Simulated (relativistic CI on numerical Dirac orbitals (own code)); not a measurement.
**Cr3+: resonant inelastic scattering at the L2,3 edge**

Computed with this model: Dirac-Coulomb-Breit CI, KLI orbitals optimised for each configuration, model QED (radiative potential, 1s self-energy scaled to tabulated hydrogen-like ionisation energies), valence Slater integrals scaled by 0.8, Kramers-Heisenberg scattering through one core-hole configuration in a parametric crystal field; configurations [Ar] 3d3 → [He] 2s2 2p5 3s2 3p6 3d4; 300 K; core-hole width 0.4 eV; summed over polarisations. Incident energies are the highest absorption maxima for each field (at most a few, so the weaker spin-orbit partner edge can be absent), on the computed scale of the free ion. Intensities are in per cent of the strongest line above 0.02 eV; levels within 1 cm⁻¹ are merged; final levels count from the ground level, the first row holds all elastic scattering, lines under 0.4 are left out and each table stops after 24 rows. The scale of the Slater integrals is a model choice and moves the terms in proportion.

Field parameters in Wybourne normalisation: D4h B²₀ = −7Ds, B⁴₀ = 21(Dq − Dt), B⁴₄ = 21√(5/14) Dq. The field is a parameter set, without covalency.

S is read from ⟨S²⟩ = S(S + 1).

D4h, 10Dq = 12250, Ds = -1500, Dt = 0 cm⁻¹:

| Final level (eV) | Degeneracy | Irrep | S | 580.1 eV | 581 eV | 587.7 eV |
| --- | --- | --- | --- | --- | --- | --- |
| 0.000 | 4 | Γ6+Γ7 | 1.50 | 1997.2 | 1640.9 | 851.6 |
| 1.395 | 2 | Γ6 | 1.50 | 33.5 | 22.2 | 78.1 |
| 1.399 | 2 | Γ6 | 1.50 | 49.1 | 33.1 | 92.8 |
| 1.403 | 2 | Γ7 | 1.50 | 27.1 | 45.3 | 62.0 |
| 1.410 | 2 | Γ7 | 1.50 | 22.7 | 44.2 | 65.0 |
| 1.519 | 2 | Γ7 | 1.50 | 30.2 | 23.0 | 35.7 |
| 1.521 | 2 | Γ6 | 1.50 | 17.0 | 19.5 | 52.8 |
| 1.933 | 2 | Γ6 | 0.51 | 17.3 | 37.5 | 34.5 |
| 1.954 | 2 | Γ7 | 0.51 | 23.5 | 34.8 | 26.6 |
| 2.023 | 2 | Γ7 | 0.51 | 10.5 | 48.5 | 63.2 |
| 2.080 | 2 | Γ6 | 0.51 | 15.7 | 49.0 | 49.2 |
| 2.165 | 2 | Γ6 | 0.59 | 9.3 | 32.0 | 50.8 |
| 2.261 | 2 | Γ7 | 1.50 | 18.4 | 30.5 | 24.1 |
| 2.281 | 2 | Γ7 | 1.50 | 14.2 | 22.6 | 53.0 |
| 2.300 | 2 | Γ6 | 1.49 | 22.8 | 30.0 | 100.0 |
| 2.322 | 2 | Γ6 | 1.46 | 11.1 | 35.6 | 31.4 |
| 2.568 | 2 | Γ7 | 1.50 | 10.9 | 28.7 | 41.7 |
| 2.568 | 2 | Γ6 | 1.50 | 15.4 | 33.2 | 33.9 |
| 2.983 | 2 | Γ7 | 0.50 | 19.8 | 30.5 | 52.7 |
| 3.012 | 2 | Γ7 | 0.51 | 32.0 | 10.4 | 32.8 |
| 3.017 | 2 | Γ6 | 0.50 | 19.1 | 22.2 | 48.7 |
| 3.187 | 2 | Γ6 | 0.51 | 6.4 | 6.4 | 14.1 |
| 3.261 | 2 | Γ6 | 0.50 | 5.3 | 69.7 | 19.4 |
| 3.283 | 2 | Γ7 | 0.50 | 7.7 | 50.6 | 22.2 |

D4h, 10Dq = 12250, Ds = -860, Dt = 0 cm⁻¹:

```tsv
Final level (eV)	Degeneracy	Irrep	S	580.1 eV	581.1 eV	587.7 eV
0.000	4	Γ6+Γ7	1.50	1920.0	1493.1	941.5
1.478	2	Γ6	1.50	35.9	19.6	94.4
1.479	2	Γ7	1.50	32.8	58.6	49.7
1.482	2	Γ6	1.50	34.4	20.6	88.2
1.485	2	Γ7	1.50	28.2	37.8	100.0
1.521	2	Γ7	1.50	24.7	13.1	36.8
1.522	2	Γ6	1.50	18.5	14.4	63.9
2.038	2	Γ7	0.51	15.1	48.4	46.6
2.073	2	Γ6	0.51	8.0	41.3	61.6
2.077	2	Γ6	0.52	18.9	40.9	36.2
2.094	2	Γ7	0.52	11.9	36.0	65.1
2.169	2	Γ6	0.55	8.2	28.9	50.6
2.298	2	Γ7	1.50	20.3	30.7	30.2
2.314	2	Γ7	1.49	11.3	18.8	33.9
2.329	2	Γ6	1.49	18.2	27.6	67.2
2.346	2	Γ6	1.47	12.7	34.0	16.1
2.553	2	Γ7	1.49	9.9	24.0	30.3
2.554	2	Γ6	1.50	14.8	32.3	30.2
2.951	2	Γ7	0.51	23.3	23.4	53.2
2.963	2	Γ6	0.50	16.1	26.3	64.4
2.980	2	Γ7	0.51	22.5	15.5	43.4
3.234	2	Γ6	0.51	4.7	5.8	14.5
3.429	2	Γ6	0.50	5.5	41.4	21.4
3.444	2	Γ7	0.50	6.2	32.1	18.5
```

D4h, 10Dq = 12250, Ds = -210, Dt = 0 cm⁻¹:

| Final level (eV) | Degeneracy | Irrep | S | 580.3 eV | 581.2 eV | 587.6 eV |
| --- | --- | --- | --- | --- | --- | --- |
| 0.000 | 4 | Γ6+Γ7 | 1.50 | 1536.6 | 1321.3 | 907.3 |
| 1.506 | 2 | Γ7 | 1.50 | 59.8 | 52.7 | 34.7 |
| 1.512 | 2 | Γ6 | 1.50 | 39.0 | 29.3 | 89.3 |
| 1.513 | 2 | Γ7 | 1.50 | 38.2 | 33.3 | 91.9 |
| 1.520 | 2 | Γ6 | 1.50 | 16.7 | 11.9 | 55.0 |
| 1.524 | 2 | Γ7 | 1.50 | 16.2 | 9.6 | 42.8 |
| 1.526 | 2 | Γ6 | 1.50 | 17.5 | 3.8 | 100.0 |
| 2.056 | 2 | Γ7 | 0.51 | 14.9 | 35.8 | 48.0 |
| 2.064 | 2 | Γ6 | 0.51 | 13.7 | 35.1 | 46.6 |
| 2.155 | 2 | Γ6 | 0.53 | 17.9 | 26.6 | 48.2 |
| 2.159 | 2 | Γ7 | 0.53 | 18.3 | 28.3 | 51.5 |
| 2.178 | 2 | Γ6 | 0.52 | 13.2 | 20.8 | 45.8 |
| 2.367 | 2 | Γ7 | 1.50 | 12.2 | 31.7 | 33.9 |
| 2.377 | 2 | Γ7 | 1.49 | 10.9 | 27.2 | 22.3 |
| 2.387 | 2 | Γ6 | 1.49 | 15.4 | 26.5 | 43.4 |
| 2.402 | 2 | Γ6 | 1.49 | 16.7 | 30.4 | 16.3 |
| 2.461 | 2 | Γ7 | 1.49 | 13.3 | 18.5 | 24.7 |
| 2.462 | 2 | Γ6 | 1.50 | 16.3 | 34.1 | 28.5 |
| 2.928 | 2 | Γ6 | 0.50 | 14.8 | 27.2 | 67.8 |
| 2.929 | 2 | Γ7 | 0.51 | 16.6 | 23.2 | 61.4 |
| 2.951 | 2 | Γ7 | 0.51 | 26.6 | 11.2 | 30.2 |
| 3.254 | 2 | Γ6 | 0.51 | 4.5 | 5.5 | 9.8 |
| 3.563 | 2 | Γ6 | 0.50 | 9.4 | 23.8 | 16.6 |
| 3.563 | 2 | Γ7 | 0.50 | 13.3 | 22.7 | 9.6 |

For the first field the strongest loss at the lowest incident energy is the level at 1.40 eV (S = 1.50, against 1.50 in the thermal ground state). Levels of other spin, the first over 8 % at 1.93 eV, appear because spin-orbit coupling of the core hole, and in heavier ions of the valence shell too, mixes spins.
